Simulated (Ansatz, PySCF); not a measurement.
ClHg, charge +1, singlet, at a GFN2-xTB geometry (such geometries of metal compounds can be far from the true shape) (core potentials on Hg). Base run: BLYP/def2-SVPD (PySCF).

Input for PySCF:
```python
from pyscf import gto, scf, dft

mol = gto.M(
    atom='''
Hg   -0.000000   -0.000000   -0.387345
Cl    0.000000    0.000000    1.822799
''',
    basis='def2-svpd',
    ecp={'Hg': 'def2-svpd'},
    charge=1,
    spin=0,
    verbose=4,
)

mf = dft.RKS(mol)
mf.xc = 'blyp'
mf.kernel()
```

The same geometry, method and basis name were run in Ansatz (a program for electronic structure) and PySCF, at each program's defaults and at the settings that a row names. The base is PySCF at its defaults. Differences at the defaults can come from grids, fitting, cores and function types together.

```tsv
code and settings	ΔE vs base (µEh)	basis functions	E (Eh)	SCF cycles
PySCF, defaults (exact integrals, its default grid, spherical functions)	0.0	62	-613.18074	11
Ansatz, defaults (factorised integrals, its default grid, spherical functions)	3.6	62	-613.18074	-
PySCF, density fitting with def2-universal-jkfit	-17.2	62	-613.18076	11
PySCF, fine grid	4.0	62	-613.18073	11
Ansatz, high accuracy	3.8	62	-613.18074	-
```
